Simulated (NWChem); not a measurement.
# Basis-set convergence for HAlI$_{2}$

```xyz
4

Al     0.0000     0.0000     1.0804
H      0.0000     0.0000     2.6503
I      2.1474     0.0000    -0.1575
I     -2.1474     0.0000    -0.1575
```
Charge 0, spin multiplicity 1.

All runs are NWChem calculations. The geometry was optimised at B3LYP/def2-SVP with def2 effective core potentials on I, a minimum by its harmonic frequencies.

Quantity: LUMO energy at the level PBE0.

Effective core potentials replace the inner electrons of I; spin-orbit coupling is left out. The structure started from a generated list of species.

Task: In def2-TZVPD the value is -1.96 eV. Among def2-SVP, def2-SVPD, def2-TZVP, def2-TZVPP, which is the smallest basis within 0.2 eV of it?

Result: def2-SVP, with 75 functions against 170 (also within reach: def2-SVPD, def2-TZVP, def2-TZVPP). def2-TZVPD isn't the basis-set limit itself, and a small set can land close by cancellation.

```tsv
basis	functions	LUMO energy (eV)
def2-SVP	75	-1.99
def2-SVPD	102	-2.01
def2-TZVP	143	-1.95
def2-TZVPP	156	-1.95
def2-TZVPD	170	-1.96
```
